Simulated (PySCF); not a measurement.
Species: C5H12B (charge -1).
Atom-mapped SMILES: `[CH2:1]=[C:2]([CH3:3])[BH2-:4][CH2:5][CH3:6]` (hydrogens: H7, H8 on C1; H9, H10, H11 on C3; H12, H13 on B4; H14, H15 on C5; H16, H17, H18 on C6)

Computed with PySCF, PBE0-D3(BJ)/def2-SVP geometry optimisation, gas phase.

(1) What internal coordinates does the optimisation give?

Answers

(1) 
```json
{"bond": "C1=C2", "length (bohr)": "2.543"}
{"bond": "C2–C3", "length (bohr)": "2.849"}
{"bond": "C2–B4", "length (bohr)": "3.073"}
{"bond": "B4–C5", "length (bohr)": "3.117"}
{"bond": "C5–C6", "length (bohr)": "2.881"}
{"bond": "C1–H7", "length (bohr)": "2.085"}
{"bond": "C1–H8", "length (bohr)": "2.072"}
{"bond": "C3–H9, C3–H10, C3–H11", "length (bohr)": "2.089"}
{"bond": "B4–H12, B4–H13", "length (bohr)": "2.371"}
{"bond": "C5–H14, C5–H15", "length (bohr)": "2.097"}
{"bond": "C6–H16, C6–H17, C6–H18", "length (bohr)": "2.090"}
```

Bonds in one row agree within 0.02 bohr and their mean is given. A selection of angles:
```json
{"angle": "C2–C1–H7", "degrees": "122.6"}
{"angle": "C2–C1–H8", "degrees": "120.8"}
{"angle": "H7–C1–H8", "degrees": "116.6"}
{"angle": "C1–C2–C3", "degrees": "118.2"}
{"angle": "C1–C2–B4", "degrees": "124.9"}
{"angle": "C3–C2–B4", "degrees": "117.0"}
{"angle": "C2–C3–H9", "degrees": "110.2"}
{"angle": "C2–C3–H10", "degrees": "113.7"}
{"angle": "C2–C3–H11", "degrees": "110.7"}
{"angle": "H9–C3–H10", "degrees": "108.5"}
{"angle": "H9–C3–H11", "degrees": "105.4"}
{"angle": "C2–B4–C5", "degrees": "111.5"}
{"angle": "C2–B4–H12", "degrees": "108.0"}
{"angle": "C2–B4–H13", "degrees": "109.7"}
{"angle": "C5–B4–H12", "degrees": "109.1"}
{"angle": "H12–B4–H13", "degrees": "109.2"}
{"angle": "B4–C5–C6", "degrees": "113.7"}
{"angle": "B4–C5–H14", "degrees": "110.9"}
{"angle": "B4–C5–H15", "degrees": "109.2"}
{"angle": "C6–C5–H14", "degrees": "108.7"}
{"angle": "H14–C5–H15", "degrees": "104.9"}
{"angle": "C5–C6–H16", "degrees": "114.5"}
{"angle": "C5–C6–H17", "degrees": "110.8"}
{"angle": "C5–C6–H18", "degrees": "110.5"}
{"angle": "H16–C6–H17", "degrees": "107.4"}
{"angle": "H17–C6–H18", "degrees": "105.9"}
```

Torsions: C1–C2–B4–C5 116° (anticlinal); C2–B4–C5–C6 -64° (synclinal). The mirror-image conformer, all signs reversed, is as good.

The B–C distances run from 1.626 Å (C2–B4, drawn single) to 1.650 Å (B4–C5, drawn single), a spread of 0.024 Å. The C–C distances run from 1.346 Å (C1=C2, drawn double) to 1.525 Å (C5–C6, drawn single), a spread of 0.179 Å. Of the pairs four or more bonds apart, H7···H10 is among the closest relative to their van der Waals radii: 2.34 Å, 98 % of the sum of Bondi's values. C2 (fully substituted alkene carbon) is planar (angles 124.9°, 118.2° and 117.0°, sum 360.0°, 0.00 Å off the plane of its three neighbours). B4 (four-coordinate boron) is tetrahedral (angles from 108.0° to 111.5°). C1 (terminal =CH2 carbon) is planar (angles 122.6°, 120.8° and 116.6°, sum 360.0°, 0.00 Å off the plane of its three neighbours).

Point group: C1 (no symmetry element, even within 0.4 Å). No PBE0-D3(BJ)/def2-SVP frequencies stand behind this structure, so it isn't proved a minimum. The geometry's basis has no diffuse functions, a weakness for an anion.

The run took 65 s wall on one thread of an Arm Neoverse V1, no GPU, on a shared host. This is the geometry optimisation.
